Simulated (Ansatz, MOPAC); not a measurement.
Species: GeBrF2, charge 0, multiplicity 2. SMILES: [F][Ge]([Br])[F]

Atoms: F1, Ge2, F3, Br4. Bonds: F1-Ge2, Ge2-F3, Ge2-Br4.

Bond lengths (Å) and angles (degrees) optimised at AM1 with MOPAC; PM7 with MOPAC; HF/STO-3G with Ansatz (a quantum-chemistry and plane-wave program); B3LYP/6-31G* with LANL2DZ past Ar with Ansatz, each started from the B3LYP-D3(BJ)/def2-TZVP structure (Ansatz) of the last column. A row stands for all coordinates that are equal there. 6-31G* holds six Cartesian d functions. No wavenumbers were computed at HF/STO-3G, so these may be saddle points.

| coordinate | AM1 | PM7 | HF/STO-3G | B3LYP/6-31G* with LANL2DZ past Ar | B3LYP-D3(BJ)/def2-TZVP |
|---|---|---|---|---|---|
| F1-Ge2 | 1.693 | 1.350 | 1.672 | 1.706 | 1.741 |
| Ge2-Br4 | 2.286 | 2.260 | 2.275 | 2.478 | 2.336 |
| F1-Ge2-F3 | 99.4 | 123.4 | 102.3 | 104.7 | 103.5 |
| F1-Ge2-Br4 | 114.9 | 118.3 | 106.9 | 109.0 | 108.9 |

Mean signed difference of all 3 bond lengths from B3LYP-D3(BJ)/def2-TZVP: AM1 -0.049 Å, PM7 -0.286 Å, HF/STO-3G -0.066 Å, B3LYP/6-31G* with LANL2DZ past Ar 0.024 Å.
